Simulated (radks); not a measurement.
The numbers below are computed, except where a source is named.
Mean orbital radii <r> (bohr) of neutral calcium, [Ar] 4s2, at several levels of relativity; Dirac values are averaged over j with weights 2j + 1. Spin-unpolarised spherical Kohn-Sham, PBE, point nucleus unless stated (finite: rms radius 3.4776 fm), a radial shooting solver on a logarithmic mesh with Libxc functionals. A level marked "c x" has the speed of light scaled by that factor.

shell  non-rel.    Dirac  Dirac, finite nucleus  Dirac, c x 0.75  change of magnitude, last against first (%)
1s      0.07737  0.07684                0.07684          0.07643                                        -1.22
2s       0.3668   0.3642                 0.3642           0.3621                                        -1.26
2p       0.3286   0.3277                 0.3277           0.3271                                        -0.48
3s        1.162    1.156                  1.156            1.151                                        -0.96
3p        1.272    1.271                  1.271            1.270                                        -0.16
4s        4.036    4.020                  4.020            4.008                                        -0.68
